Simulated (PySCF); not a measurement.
Nitrogen: a sound run and one with changed settings

Sound run: N²⁺ [He] 2s2 2p1, N³⁺ [He] 2s2. All numbers are calculated (PySCF 2.14, the spin-free X2C one-electron Hamiltonian (Gaussian nucleus), in x2c-SVPall (3s2p1d, 14 functions)). In the sound run the correlated levels freeze 1s2. The sound run starts from symmetry-adapted Hartree-Fock orbitals and uses a fine grid where one is needed.

Changed run: all electrons correlated in a basis built for the valence shell.

```tsv
species	method	sound run (hartree)	changed run (hartree)	converged
N²⁺	MP2	-52.81797	-52.81956	yes
N²⁺	CCSD(T)	-52.84755	-52.84884	yes
N³⁺	MP2	-51.07207	-51.07367	yes
N³⁺	CCSD(T)	-51.11162	-51.11274	yes
```

Ionisation energy of N²⁺:

```json
{"method": "UHF", "sound run (eV)": "47.510", "changed run (eV)": "47.510"}
{"method": "MP2", "sound run (eV)": "47.508", "changed run (eV)": "47.508"}
{"method": "SCS-MP2", "sound run (eV)": "47.453", "changed run (eV)": "47.449"}
{"method": "CCSD", "sound run (eV)": "47.220", "changed run (eV)": "47.225"}
{"method": "CCSD(T)", "sound run (eV)": "47.237", "changed run (eV)": "47.242"}
```

A valence basis has no tight correlating functions, so it recovers only part of the core correlation, and not evenly between atom and ion.

For comparison, NIST gives 47.445 eV between the lowest levels.
